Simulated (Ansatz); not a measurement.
Reaction (redistribution): `[CH3][Ge]([CH3])([F])[Cl]` + `C[Se][SiH](O)F` → `C[Se][Ge]([CH3])([F])[Cl]` + `C[SiH](O)F`

Isolated molecules relaxed with PBE0-D4/def2-TZVP in Ansatz; ΔE leaves out vibrations. CCSD(T)/CBS adds triple-zeta CCSD(T) − MP2 to the extrapolated MP2 energy (def2 sets, frozen cores). Functionals use def2-TZVPP. For Ge, Se outer-core shells are correlated without core-valence functions, which leaves a few kJ/mol of doubt a bond. Scalar relativity is left out up to krypton. One conformer a species, not always the lowest.

```json
{"level": "ωB97X-V", "ΔE (eV)": "-0.02"}
{"level": "ωB97M-V", "ΔE (eV)": "-0.03"}
{"level": "HF/def2-QZVPP", "ΔE (eV)": "-0.03"}
{"level": "SCS-MP2/def2-QZVPP", "ΔE (eV)": "-0.01"}
```

(1) What does CCSD(T)/CBS give? (Estimate.)

Largest T1 diagnostic among the species: 0.011.

Answers

(1) The calculation gave: -0.01 eV. The listed levels differ from it by -0.01, -0.02, -0.02, 0.00 eV.
